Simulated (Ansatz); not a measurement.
C$_{4}$H$_{8}$O$_{4}$Ti (`[CH3][Ti-]1([OH])([OH])[O]C=CC=[O+]1`) at its PBE0-D4/def2-TZVP geometry, where that method's forces vanish. The species carries charge 0 and has multiplicity 1.

```csv
atom,x (Å),y (Å),z (Å)
C1,-1.844,1.207,-0.733
Ti2,-0.176,0.908,0.463
O3,-0.641,1.144,2.187
O4,0.648,2.466,0.080
O5,-0.725,-1.054,0.502
C6,-0.171,-2.141,0.203
C7,1.119,-2.262,-0.304
C8,1.897,-1.131,-0.493
O9,1.543,0.061,-0.263
H10,-2.676,0.582,-0.405
H11,-2.122,2.262,-0.710
H12,-1.563,0.934,-1.757
H13,-0.428,1.947,2.669
H14,1.462,2.626,-0.398
H15,-0.762,-3.050,0.365
H16,1.522,-3.238,-0.533
H17,2.916,-1.259,-0.876
```

For each bond, give half the difference of the two atoms' forces along it (eV/Å; positive pushes the atoms apart) under PBE-D4, r2SCAN-D4, B3LYP-D4, ωB97M-V in def2-TZVPP. (An estimate is asked.)

Ansatz gave: 
```tsv
bond	length (Å)	PBE-D4	r2SCAN-D4	B3LYP-D4	ωB97M-V
C1–Ti2	2.074	0.03	0.07	0.12	-0.06
C1–H10	1.091	0.07	-0.05	-0.08	-0.04
C1–H12	1.096	0.09	-0.02	-0.06	-0.03
Ti2–O3	1.801	0.21	0.20	0.21	0.07
Ti2–O4	1.804	0.19	0.20	0.21	0.04
Ti2–O9	2.050	-0.23	-0.17	-0.07	-0.03
O3–H13	0.960	0.32	-0.02	-0.06	-0.05
O4–H14	0.958	0.31	-0.03	-0.08	-0.06
C6–C7	1.391	-0.10	-0.04	0.02	0.05
C6–H15	1.097	-0.09	-0.13	-0.21	-0.14
C7–C8	1.385	-0.02	0.00	0.04	-0.01
C7–H16	1.080	0.05	-0.05	-0.10	-0.13
C8–O9	1.264	0.65	0.35	0.26	0.20
C8–H17	1.097	-0.07	-0.12	-0.21	-0.14
```

B3LYP here is the variant with VWN-RPA as its local correlation; programs differ in this.
